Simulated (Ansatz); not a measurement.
One change: `CO[CH2][GaH2]` becomes `BCOC`.

Ansatz, PBE0-D4/def2-TZVP geometries, multiplicity 1. Each molecule was computed in one conformer, which needn't be the lowest.

Scalar relativity is left out up to krypton.

| property | `CO[CH2][GaH2]` |
| --- | --- |
| zero-point energy (PBE0-D4/def2-TZVP) / kJ/mol | 215.3 |
| LUMO energy (PBE/def2-TZVPP) / eV | -2.29 |
| size of the dipole moment (ωB97M-V/def2-TZVPP) / D | 1.59 |
| HOMO energy (PBE/def2-TZVPP) / eV | -5.99 |
| LUMO energy (B3LYP/def2-TZVPP) / eV | -1.74 |
| LUMO energy (PBE0/def2-TZVPP) / eV | -1.44 |

**Question.** Give the same properties after the change, and the shifts. (Best estimate.)

**Answer.** Ansatz gave: 
```
                                          property  `BCOC`  shift
    zero-point energy (PBE0-D4/def2-TZVP) / kJ/mol   234.7   19.4
                 LUMO energy (PBE/def2-TZVPP) / eV   -2.42  -0.13
size of the dipole moment (ωB97M-V/def2-TZVPP) / D    1.54  -0.05
                 HOMO energy (PBE/def2-TZVPP) / eV   -5.97   0.02
               LUMO energy (B3LYP/def2-TZVPP) / eV   -1.62   0.12
                LUMO energy (PBE0/def2-TZVPP) / eV   -1.36   0.08
```

Dipoles are sizes alone; their direction can turn.

B3LYP here is the variant with VWN-RPA as its local correlation; programs differ in this.
